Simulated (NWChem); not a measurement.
CH4OPb, singlet; SMILES C[O][PbH]

```xyz
7

Pb     0.0097    -0.4591     0.0000
H     -1.8302    -0.0792     0.0000
O      0.5470     1.5739     0.0000
C     -0.2924     2.6798     0.0000
H     -0.1058     3.3155     0.8883
H     -0.1058     3.3155    -0.8883
H     -1.3711     2.4208     0.0000
```
Atoms are numbered in this order, from 1.

Results from NWChem. Medium grid unless said otherwise, to which SCAN and Minnesota functionals are sensitive. Low-valent species are run as closed-shell singlets; no triplet was tried in these runs. All runs use the structure optimised with PBE0/def2-SVP. def2 effective core potentials on Pb; no spin-orbit coupling. Hybrids' shares of exact exchange are those that their runs print; pure functionals count as 0. The functionals differ in more than this share.

```csv
row,share of exact exchange,highest occupied level (eV)
PBE/def2-SVP,0.00,-5.80
BP86/def2-SVP,0.00,-5.93
TPSSh/def2-SVP,0.10,-6.36
B3LYP/def2-SVP,0.20,-6.71
B3PW91/def2-SVP,0.20,-6.73
M06/def2-SVP,0.27,-6.75
MPW1K/def2-SVP,0.43,withheld
```

Fit a straight line of the last column on the one before it, predict the withheld value, and compare with the run.


1. Means of the 6 shown rows: x = 0.128, y = -6.380. Slope Σ(x − x̄)(y − ȳ)/Σ(x − x̄)² = -0.2339/0.06408 = -3.650; intercept -5.912.
2. The shown rows scatter about the line by 0.095 (root mean square); the largest residual is +0.15, at M06/def2-SVP.
3. At x = 0.43 (MPW1K/def2-SVP; beyond the shown range) the line gives -7.48.
4. The run gives -7.70, -0.22 from the line, 2.3 times the scatter.
